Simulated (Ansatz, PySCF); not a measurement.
Stretching the Si3–H4 bond in CdH4Si (SMILES [SiH3][CdH]) (multiplicity 1 held, fragments rigid). Energies count from the point at 1.487 Å.
Geometry at that point (charge 0, multiplicity 1):
```csv
atom,x (Å),y (Å),z (Å)
Cd,-0.5664,-0.3105,-0.0798
H,-2.0453,-1.1213,-0.2881
Si,1.6349,0.8963,0.2303
H,2.2491,0.5938,1.5500
H,1.4709,2.3720,0.1537
H,2.6257,0.5132,-0.8099
```

Unrestricted levels (U-) break spin symmetry where that is lower. Active spaces are followed from a long bond inwards. Curves can end on different states.

Cores are frozen in the correlated methods. Rows in 3-21G, LANL2DZ carry no dispersion term and start afresh at each structure; the Pople sets are all-electron and without relativity. LANL2DZ brings its own core potentials from Na on.

Run with Ansatz (Gaussian orbitals); PySCF for 3-21G rows, LANL2DZ rows. Values without a source in brackets are computed. In def2 rows elements past Kr take small-core potentials, without spin–orbit coupling.

Other levels give for the energy at R = 4.758 Å: U-PBE/def2-TZVPP 3.726; U-B3LYP/def2-TZVPP 3.881; U-wB97X-V/def2-TZVPP 3.973; FIC-MRCISD+Q on CASSCF(2,2)/def2-TZVPP 3.898 eV.

Problem. What do these common cheap choices give for the same quantity: R-HF/3-21G, U-HF/LANL2DZ, R-B3LYP/LANL2DZ, U-B3LYP/LANL2DZ?

Solution. R-HF/3-21G 7.109; U-HF/LANL2DZ 2.856; R-B3LYP/LANL2DZ 5.439; U-B3LYP/LANL2DZ 3.774 eV. They span 2.856 to 7.109 eV.

Doubts at one or more of the structures used: a restricted determinant that unrestricted orbitals would lower (R-HF/3-21G); a spin-contaminated determinant (U-HF/LANL2DZ, U-B3LYP/LANL2DZ, U-PBE/def2-TZVPP, U-B3LYP/def2-TZVPP, U-wB97X-V/def2-TZVPP).

Ansatz is an electronic-structure program.
